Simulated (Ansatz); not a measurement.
Si(NMe2)Cl3 (C₂H₆Cl₃NSi). Charge 0, multiplicity 1. Geometry r2SCAN-D4/def2-SVP, basis def2-TZVP, Ansatz.

```tsv
run	HOMO (eV)	LUMO (eV)
A	-10.50	3.61
B	-6.11	-0.57
C	-9.92	2.51
D	-9.58	2.38
E	-7.19	0.08
F	-5.84	-0.96
```

LC-ωPBE has ω = 0.4 bohr⁻¹. Another isomer (singlet) lies 0.37 eV lower at PBE0-D4/def2-TZVP; other spin states weren't run for this one.

Q: The runs used HF, LC-ωPBE, PBE, PBE0, r2SCAN, ωB97X-V. Estimate which is which.

A: A HF (100 % exact exchange); B r2SCAN (0 % exact exchange); C LC-ωPBE (range-separated); D ωB97X-V (range-separated); E PBE0 (25 % exact exchange); F PBE (0 % exact exchange). Exact exchange lowers occupied and raises empty levels; among semilocal functionals meta-GGAs tend to open the gap a little, and such runs are hard to tell apart. The gap grows from 4.89 eV (PBE) to 14.11 eV (HF).
